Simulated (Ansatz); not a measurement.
Cost and result up the ladder for the cluster Cs₄F₃ (7 atoms). Charge 0, multiplicity 2. Geometry: PBE-D4/def2-SVP.

```xyz
7

Cs   -1.407    2.005    1.450
Cs    2.155    0.476   -0.139
Cs   -0.427   -2.481    1.320
Cs   -1.174   -0.189   -2.576
F     0.599   -1.620   -1.062
F    -0.158    1.771   -0.967
F     0.412    0.038    1.975
```

Ansatz on 4 threads of Arm Neoverse V2 on a shared host. Times are rough, and most runs start from the orbitals of an earlier one. ωB97X-V/def2-TZVP serves as the yardstick here, not as an exact answer. Differences are given only for rows in sets of like size (and for xTB, whose basis is part of the method), since another set adds its own error. Binding counts from free atoms at the same level (Cs doublet, F doublet; other spins of the atoms weren't run), without zero-point energy or a counterpoise term.

In the def2 sets Cs takes a core potential; there is no spin–orbit coupling. HSE06 is defined as in plane-wave codes, on full-range PBE exchange. Correlated methods freeze 3 core orbitals; core or outer-core shells of Cs are correlated, in sets that lack core-valence functions. The rows differ in basis, and correlated rows in double-zeta sets carry the largest basis error. The structure comes from a short search, and lower isomers may exist.

Correlated methods converge slowly with the basis, most of all in double-zeta sets.

| level | functions | binding energy per atom (eV) | difference from ωB97X-V/def2-TZVP (eV) |
| --- | --- | --- | --- |
| MP2/def2-TZVP | 209 | 2.80 | -0.07 |
| CCSD(T)/def2-SVP | 138 | 2.58 | – |
| PBE-D4/def2-SVP | 138 | 2.88 | – |
| PBE-D4/def2-TZVP (with forces) | 209 | 2.88 | 0.01 |
| PBE0-D4/def2-TZVP | 209 | 2.75 | -0.12 |
| HSE06-D4/def2-TZVP | 209 | 2.74 | -0.13 |
| PBE0-D4/def2-SVP | 138 | 2.74 | – |
| r2SCAN-D4/def2-TZVP | 209 | 2.84 | -0.03 |
| ωB97X-V/def2-TZVP | 209 | 2.87 | 0.00 |
| BLYP-D4/def2-TZVP | 209 | 2.82 | -0.05 |

**Question.** Estimate how long each takes.

**Answer.** PBE-D4/def2-SVP 6 s; MP2/def2-TZVP 6.5 s; PBE-D4/def2-TZVP (with forces) 9 s; PBE0-D4/def2-SVP 9 s; BLYP-D4/def2-TZVP 9.5 s; HSE06-D4/def2-TZVP 12 s; PBE0-D4/def2-TZVP 12 s; r2SCAN-D4/def2-TZVP 17 s; ωB97X-V/def2-TZVP 41 s; CCSD(T)/def2-SVP 4.8 min. On shared hardware such times vary by a factor of up to 3.
